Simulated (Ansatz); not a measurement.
Species: TlCl (charge +1, doublet). 
Structure (B3LYP-D3(BJ)/def2-TZVP (Ansatz, a first-principles code) minimum search):
```
Tl
Cl 1 2.6465
```
Charge +1, spin multiplicity 2.

Problem. Give the harmonic wavenumbers at B3LYP-D3(BJ)/def2-TZVP (Ansatz, finite differences of forces, unscaled).

Solution. 109 cm⁻¹. Zero-point energy 0.2 kcal/mol.

Problem. From these and the geometry, give the ideal-gas thermochemistry at 298.15 K and 1 atm (rigid rotor, harmonic oscillator).

Solution. Point group C∞v, rotational symmetry number 1. Rotational constants 2.388, 2.388 GHz. S(trans) 42.33, S(rot) 17.61, S(vib) 3.29, S(elec, spin only) 1.38, S 64.6 cal/(mol K). H(298) - H(0) 2.52 kcal/mol; G - E(el) -16.6 kcal/mol.
